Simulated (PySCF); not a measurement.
**BrCl⁺: frontier orbitals**

UHF at R = 2.062 Å; Br cc-pVDZ-PP with ECP10, Cl cc-pV(D+d)Z; scalar-relativistic core potentials (PySCF 2.14). State: ²Π (doublet), unpaired electrons π ↑. Only the outer orbitals are listed, counted within each symmetry, core potentials removing the inner ones.

```
spin  orbital  occ.  ε (eV)  on Br (%)            main shells (%)
   α       7σ     1  -41.24         58           54 Br s, 39 Cl s
   α       8σ     1  -35.77         44           55 Cl s, 42 Br s
   α       4π     1  -23.92         69           69 Br p, 30 Cl p
   α       9σ     1  -23.78         52           48 Br p, 42 Cl p
   α       4π     1  -22.79         54           53 Br p, 46 Cl p
   α       5π     1  -20.40         31           68 Cl p, 31 Br p
   α       5π     1  -19.41         47           53 Cl p, 46 Br p
   α      10σ     0   -6.63         52           48 Cl p, 48 Br p
   α      11σ     0    5.83         82  63 Br p, 19 Cl d, 18 Br d
   α       6π     0    7.64        100                    99 Br p
   β       7σ     1  -40.04         42           54 Cl s, 37 Br s
   β       8σ     1  -33.89         58           57 Br s, 40 Cl s
   β       9σ     1  -23.35         49           45 Cl p, 44 Br p
   β       4π     1  -22.46         47           52 Cl p, 46 Br p
   β       4π     1  -20.50         19           80 Cl p, 18 Br p
   β       5π     1  -19.02         53           53 Br p, 47 Cl p
   β       5π     0   -9.61         81           81 Br p, 18 Cl p
   β      10σ     0   -6.22         56           52 Br p, 44 Cl p
   β      11σ     0    6.13         83  66 Br p, 19 Cl d, 16 Br d
```

Q: Which are the highest filled and the lowest empty level, where do they sit, and how wide is the gap?

A: Highest filled β 5π at -19.02 eV (in %: 53 Br p, 47 Cl p); lowest empty β 5π at -9.61 eV (in %: 81 Br p, 18 Cl p); the gap at UHF is 9.41 eV. Both belong to one degenerate shell, split only by its one-sided filling, so this is no excitation gap.

```
bond order (Mayer)                                                                                                 : 1.30
⟨S²⟩                                                                                                               : 0.761
charge on Br (Mulliken, basis-dependent)                                                                           : 0.76
charge on Br (Löwdin, basis-dependent)                                                                             : 0.77
dipole moment (positive dipole points towards Cl; it is taken about the centre of mass and depends on that origin) : -0.48 D
polarisability along the bond                                                                                      : 45.7 bohr³
polarisability across the bond                                                                                     : 12.4 bohr³
```

Spin–orbit coupling is left out. The state was picked by a PBE0 search and need not be the measured ground state.
